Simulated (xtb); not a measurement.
Ta(S)(F)2(OH) (F2HOSTa), SMILES [OH][Ta]([F])([F])=[S], multiplicity 1. All values are semi-empirical tight-binding results from xtb (GFN2-xTB unless named), good for trends rather than for accurate numbers. Coordinates come from a GFN2-xTB optimisation. The spin state was assumed, not searched. The structure was generated by enumeration; whether it is a known compound was not checked. The values are those of a single conformer.

Optimised geometry:

Bonds (Å): Ta1–S2 2.251, Ta1–F3 1.892, Ta1–F4 1.892, Ta1–O5 1.791, O5–H6 0.958. Bond angles (°): S2–Ta1–F3 99.5, S2–Ta1–F4 99.5, S2–Ta1–O5 103.7, F3–Ta1–F4 97.4, F3–Ta1–O5 125.6, F4–Ta1–O5 125.6, Ta1–O5–H6 174.7.

For metal compounds this method's bond lengths and energies can be far off.

**Question.** Estimate the properties. (Estimate from the structure and the level; the computed values follow.)

**Answer.** 
```yaml
point_group_as_xtb_finds_it: Cs
orbital_gap: 2.26 eV
zero_point_energy: 9.9 kcal/mol
G − E(el) at 298.15 K (modified RRHO): -11.5 kcal/mol
```

**Question.** Give the atomic charges and the Wiberg bond orders between heavy atoms. (The exact figures need the calculation; the answer reports its results.)

**Answer.** charges (e) Ta1 1.22, S2 -0.25, F3 -0.38, F4 -0.38, O5 -0.57, H6 0.35. Bond orders Ta1–S2 2.18, Ta1–F3 0.95, Ta1–F4 0.95, Ta1–O5 1.18.
